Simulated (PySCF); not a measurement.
Relaxation of singlet BCl₃

Computed with PySCF, PBE0, basis B def2-TZVP, Cl def2-TZVP (no relativity, density fitting). A (50,194) grid was used.

A hand-made T-shaped start, of C2v symmetry, held to at least that symmetry:

```xyz
4
charge 0 multiplicity 1, angstrom
B     0.0000    0.0000   -0.5938
Cl    0.0000    0.0000    1.2462
Cl    1.8389    0.0000   -0.5296
Cl   -1.8389    0.0000   -0.5296
```

(1) What forces act on the atoms at the start (eV/Å)?

(2) What does it relax to?

(3) How much energy is released, and in how many steps?

Answers

(1) 
```csv
atom,Fx,Fy,Fz
B1,0.00,0.00,5.64
Cl2,0.00,0.00,2.01
Cl3,-0.62,0.00,-3.82
Cl4,0.62,0.00,-3.82
```

(2) It ends at D3h with B–Cl 1.737 Å (×3); Cl–B–Cl 120.0° (×3). A frequency run shows a minimum. Other isomers or separated fragments may lie lower.

(3) 363.5 kJ/mol in 6 steps.

The relaxation took about 40 core-seconds on a shared host.
